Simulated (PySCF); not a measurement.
## Correlation energy of O⁺ (oxygen, charge +1)

[He] 2s2 2p3, high-spin 4S determinant. Calculation: PySCF 2.14, in def2-TZVP (5s3p2d1f, 31 functions); the non-relativistic Hamiltonian (point nucleus). Frozen: 1s2; 5 electrons correlated.

MP2 pair energies summed by pair of shells (mhartree):

| pair | energy | share (%) |
| --- | --- | --- |
| 2s-2p | -63.20 | 65.8 |
| 2p-2p | -23.10 | 24.1 |
| 2s-2s | -9.75 | 10.2 |

Total MP2 correlation energy: -96.06 mhartree.

Same-spin part -28.37 and opposite-spin part -67.69 mhartree; SCS-MP2 scales them by 1/3 and 6/5 to -90.68 mhartree.

| level | correlation energy (mhartree) |
| --- | --- |
| CCSD | -111.34 |
| (T) | -1.55 |
| CCSD(T) | -112.89 |

Diagnostics: T1 = 0.0041, D1 = 0.0088, largest double amplitude 0.037.

Cost of the coupled-cluster step: 0.41 s of wall time on 1 thread of AMD EPYC 7R43 64-Core Processor (shared host), for 5 correlated electrons.
